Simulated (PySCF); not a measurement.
Dipole moment and polarisability of `C=C1C=C(C(C)=S)C1=C`

Compound: C8H8S.
Numbering: `[CH2:1]=[C:2]1[CH:3]=[C:4]([C:5]([CH3:6])=[S:7])[C:8]1=[CH2:9]` (hydrogens: H10, H11 on C1; H12 on C3; H13, H14, H15 on C6; H16, H17 on C9)

Cartesian coordinates in Å at the GFN2-xTB level; atoms count from 1:
```
atom  x, y, z in Å
C1     2.7734   -1.0892   -0.1813
C2     1.5400   -0.6055   -0.1037
C3     0.2072   -1.1650    0.0915
C4    -0.3968    0.0691    0.0299
C5    -1.7393    0.5186    0.1282
C6    -2.8016   -0.5076    0.3584
S7    -2.1190    2.1134   -0.0024
C8     0.9096    0.7475   -0.1772
C9     1.3336    1.9844   -0.3531
H10    3.6204   -0.4422   -0.3299
H11    2.9712   -2.1450   -0.0975
H12   -0.1487   -2.1692    0.2292
H13   -3.7819   -0.0391    0.3834
H14   -2.7787   -1.2560   -0.4340
H15   -2.6259   -1.0204    1.3047
H16    0.6503    2.8154   -0.3680
H17    2.3795    2.2027   -0.4882
```

Level: PBE0/def2-SVPD (PySCF), static field, nuclei fixed, core orbitals frozen in the response. The polarisability tensor in these axes (au):

```
x   177.26 -34.91  -7.81
y   -34.91 150.84  -4.88
z    -7.81  -4.88  71.01
```

Problem. Give the principal values, the mean and the anisotropy Δα = √{½[(α1 − α2)² + (α2 − α3)² + (α1 − α3)²]}.

Solution. Principal values 69.66, 127.97 and 201.48 au; mean 133.04 au = 19.71 Å³ = 21.94 × 10⁻⁴⁰ C²·m²/J; Δα = 114.42 au (86 % of the mean).

Problem. What is the dipole moment, and where does it point?

Solution. (1.06, -3.08, 0.22) D, 3.26 D in size, pointing from the negative to the positive side. Measured along this direction, the outermost atoms are S7 at the negative end and H11 at the positive end.

Problem. What are the principal values of the traceless quadrupole moment, Θ = ½Σq(3rr − r²1), about the centre of nuclear charge?

Solution. -6.04, -3.36, 9.40 D·Å. The values depend on the origin, since the dipole doesn't vanish. The electronic extent ⟨r²⟩ about the same centre is 1558 bohr², a root-mean-square distance of 2.46 Å for the 72 electrons.

Problem. Give the principal axes and the span of the nuclei along them.

Solution. Largest value along (0.82, -0.57, -0.03), where the nuclei span 6.77 Å; middle along (0.56, 0.82, -0.15), 5.71 Å; least along (0.11, 0.10, 0.99), 1.76 Å. The response follows the extents in order.

Problem. Find the Langevin capture rate constant for NH4+ (18.034 u) meeting this molecule (136.035 u), k = 2.342 × 10⁻⁹ cm³/s × √(α in Å³ / reduced mass in u).

Solution. The reduced mass is 15.92 u, so k = 2.61 × 10⁻⁹ cm³/s. The formula leaves out the permanent dipole, which adds to the capture rate.

Geometry: GFN2-xTB, one conformer, isolated molecule.
